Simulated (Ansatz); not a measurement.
Consider the redistribution: `O[SiH](O)F` + `N[SiH]([SiH3])Br` → `N[Si](O)(O)F` + `[SiH3][SiH2]Br`.

Isolated molecules relaxed with PBE0-D4/def2-TZVP in Ansatz; ΔE leaves out vibrations. CBS: MP2 limit from def2 TZ/QZ plus the TZ coupled-cluster correction, frozen cores. This one scheme is used for every species. Functionals use def2-TZVPP. HSE06 is defined as in plane-wave codes. For Br outer-core shells are correlated without core-valence functions, which leaves a few kJ/mol of doubt a bond. Scalar relativity is left out up to krypton. Each species was taken in one conformer, which may not be the lowest.

`O[SiH](O)F`:

```xyz
7

O     0.957    0.910    0.322
Si   -0.030   -0.217   -0.321
O    -0.631   -1.124    0.878
F    -1.181    0.545   -1.120
H     1.137    1.704   -0.184
H     0.626   -1.122   -1.273
H    -0.879   -0.696    1.699
```

`N[SiH]([SiH3])Br`:

Z-matrix (Å, degrees):
```
Si
Si 1 2.335
Br 1 2.256 2 105.4
N 1 1.707 2 110.0 3 -124.0
H 1 1.482 2 114.9 3 114.8
H 2 1.488 1 110.9 3 -171.5
H 2 1.485 1 109.8 3 -50.5
H 2 1.488 1 108.5 3 68.9
H 4 1.008 1 120.2 2 47.9
H 4 1.008 1 119.9 2 -168.0
```

`N[Si](O)(O)F`:

Z-matrix (Å, degrees):
```
Si
O 1 1.629
O 1 1.629 2 115.7
N 1 1.687 2 105.4 3 -122.6
F 1 1.593 2 107.5 3 113.5
H 2 0.958 1 117.1 3 -81.2
H 3 0.958 1 116.2 2 -64.5
H 4 1.005 1 121.5 2 171.4
H 4 1.006 1 120.8 2 -36.3
```

`[SiH3][SiH2]Br`:

Cartesian coordinates in Å:
```
Si -0.020 0.933 -0.776
Si 0.202 -0.815 0.758
Br -1.726 -1.937 0.824
H 1.251 1.704 -0.847
H -1.118 1.834 -0.339
H -0.334 0.377 -2.117
H 1.265 -1.774 0.365
H 0.481 -0.322 2.131
```

```json
{"level": "B97M-V", "ΔE (kJ/mol)": "-16.9"}
{"level": "HSE06-D4", "ΔE (kJ/mol)": "-13.5"}
{"level": "HF/CBS(def2)", "ΔE (kJ/mol)": "-18.7"}
{"level": "MP2/CBS(def2)", "ΔE (kJ/mol)": "-9.8"}
```

Question: What does CCSD(T)/CBS give? (Estimate.)

Answer: The calculation gave: -13.5 kJ/mol. The listed levels differ from it by -3.4, 0.0, -5.2, 3.7 kJ/mol.

Question: What do rigid-rotor, harmonic-oscillator terms from PBE0-D4/def2-TZVP frequencies (298.15 K, 1 bar) make of the CCSD(T)/CBS value? (Best estimate.)

Answer: The calculation gave: ΔZPE = -0.5 kJ/mol, ΔH = -14.5 kJ/mol, ΔS = -6 J/(mol·K), ΔG = -12.7 kJ/mol.

Largest T1 diagnostic among the species: 0.011.

In def2-TZVPP, CCSD(T) changes the Hartree–Fock value by +4.3 kJ/mol (the triples alone add +1.5 kJ/mol) and MP2 by +7.9 kJ/mol. From PBE to PBE0 (25 % exact exchange), in def2-TZVPP and without D4, ΔE moves by −4.2 kJ/mol. Leaving LDA and LC-ωPBE aside and taking each functional with its dispersion term where it has one, the values, not all of them listed here, spread over 9.2 kJ/mol, from B97M-V to BLYP-D4.
